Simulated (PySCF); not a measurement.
Zn(I)(GeH3) (GeH3IZn), SMILES [GeH3][Zn][I]. Atoms are numbered in the order given.

```xyz
6

Zn     0.0000     0.0000     0.3781
I      0.0000     0.0000    -2.0718
Ge     0.0000     0.0000     2.7655
H      1.2445     0.7185     3.3235
H     -1.2445     0.7185     3.3235
H      0.0000    -1.4370     3.3235
```
Charge 0, spin multiplicity 1.

The structure is a stationary point at PBE0-D3(BJ)/def2-SVP. The structure was generated by enumeration; whether it is a known compound was not checked. The def2 effective core potentials stand for the cores of I; spin–orbit coupling is left out.

Computed with PBE/def2-TZVPD (PySCF).

Isolated molecule, no solvent.

**Question.** Estimate the frontier levels, gap, dipole moment and polarisability. (An estimate is asked for; the answer gives what the named calculation found.)

**Answer.** 
```json
{
 "highest_occupied_level": "-6.54 eV",
 "lowest_empty_level": "-1.92 eV",
 "orbital_gap": "4.61 eV",
 "dipole_moment": "1.50 D",
 "quadrupole, principal values (traceless, Buckingham form, about the centre of nuclear charge)": "-4.11, 2.05, 2.05 D·Å",
 "mean_static_polarisability": "108.5 bohr³ (16.08 Å³)",
 "polarisability_principal_values": "82.1, 82.1, 161.4 bohr³"
}
```
